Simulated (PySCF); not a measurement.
# How the method changes the shape and vibrations of F3HSi

Calculated results; nothing here was measured. The program is PySCF 2.14.0, an open-source quantum chemistry code, run on an isolated molecule that a program drew, which may never have been made. The molecule is F3HSi (charge 0, singlet), drawn as the SMILES string `F[SiH](F)F`.

The geometry was optimised and harmonic frequencies were computed with HF and MP2, all in the cc-pV(D+d)Z basis, for the commonest isotopes, with a restricted reference for singlets and an unrestricted one otherwise, and a frozen core in MP2. Each result is a local minimum of its method.

Geometry at the HF minimum:
```xyz
5
F3HSi, angstrom
F    -0.5504    0.3115   -1.1420
Si    0.9848    0.7047   -1.1381
F     1.5341    0.5492   -2.6163
F     1.0983    2.2321   -0.7313
H     1.7295   -0.1309   -0.2199
```

Lengths of the bonds as drawn, in Å (atoms numbered as above):
| bond | HF | MP2 |
|---|---|---|
| F1-Si2 | 1.585 | 1.606 |
| Si2-F3 | 1.585 | 1.606 |
| Si2-F4 | 1.585 | 1.606 |
| Si2-H5 | 1.448 | 1.454 |

Rotational constants, in GHz:
| constant | HF | MP2 |
|---|---|---|
| A | 7.041 | 6.85 |
| B | 7.041 | 6.85 |
| C | 4.046 | 3.915 |

Harmonic frequencies in cm^-1, each column in rising order, so a row needn't be the same motion in every method:
| rank | HF | MP2 |
|---|---|---|
| 1 | 307 | 293 |
| 2 | 307 | 294 |
| 3 | 430 | 409 |
| 4 | 861 | ? |
| 5 | 891 | 850 |
| 6 | 891 | 851 |
| 7 | 1021 | 990 |
| 8 | 1021 | 990 |
| 9 | 2494 | 2430 |

**Estimate the missing MP2 frequency from the HF column.**

A single factor s that minimises the squared misfit of MP2 against s times HF over the other rows is sum(HF x MP2) / sum(HF^2) = 0.9696, with an rms misfit of 9 cm^-1. For rank 4 it gives 0.9696 x 861 = 835 cm^-1. The calculation gives 817 cm^-1, 18 cm^-1 below the estimate. The drawn bonds are on average 1.1 % longer in MP2 than in HF.
